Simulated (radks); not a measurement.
Li1.4+, 1.6 electrons, occupied as 1s1.6 (fractional occupations, a model configuration). All-electron calculation, non-relativistic Kohn-Sham, BLYP, spin-unpolarised, spherical densities, point nucleus. Program: a radial shooting solver on a logarithmic mesh with Libxc functionals.

Normalised radial functions P(r) = r R(r), r in bohr:

```
   r/bohr * 1s (the largest magnitude, 1.21, reaches the edge; | marks zero)
  0.02293 |        *
   0.0267 |          *
  0.03108 |            *
  0.03648 |             *
  0.04246 |                *
  0.04943 |                  *
  0.05801 |                     *
  0.06753 |                       *
  0.07862 |                          *
  0.09226 |                              *
   0.1074 |                                 *
    0.125 |                                     *
   0.1467 |                                         *
   0.1708 |                                            *
   0.1989 |                                                *
   0.2334 |                                                  *
   0.2717 |                                                     *
   0.3163 |                                                      *
   0.3712 |                                                      *
   0.4321 |                                                     *
    0.503 |                                                  *
   0.5903 |                                              *
   0.6872 |                                         *
      0.8 |                                   *
   0.9388 |                            *
    1.093 |                      *
    1.272 |                *
    1.493 |          *
    1.738 |      *
    2.024 |   *
```

1s: eigenvalue -75.547 eV, 0 radial nodes, <r> = 0.551 bohr, 90 % of the charge inside 0.993 bohr.
